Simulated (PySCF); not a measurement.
**Correlation energy of Gd (gadolinium, neutral)**

[Xe] 4f8 5d1 6s1, one real determinant (an excited configuration). All numbers are calculated (PySCF 2.14, the spin-free X2C one-electron Hamiltonian (Gaussian nucleus), in cc-pVDZ-X2C (8s7p5d3f1g, 84 functions)). Frozen: [Kr] 4d10; 18 electrons correlated.

| level | correlation energy (mhartree) |
| --- | --- |
| CCSD | -509.30 |
| (T) | -19.89 |
| CCSD(T) | -529.19 |

Diagnostics: T1 = 0.022, D1 = 0.0733, largest double amplitude 0.034.

The real determinant used has ⟨L²⟩ near 18 against 30 for a pure H term, so it mixes terms. Spin-orbit coupling, absent here, splits the open shell strongly.

Cost of the coupled-cluster step: roughly 60 core-seconds, for 18 correlated electrons.

The reference is one real determinant that mixes LS terms of this configuration.
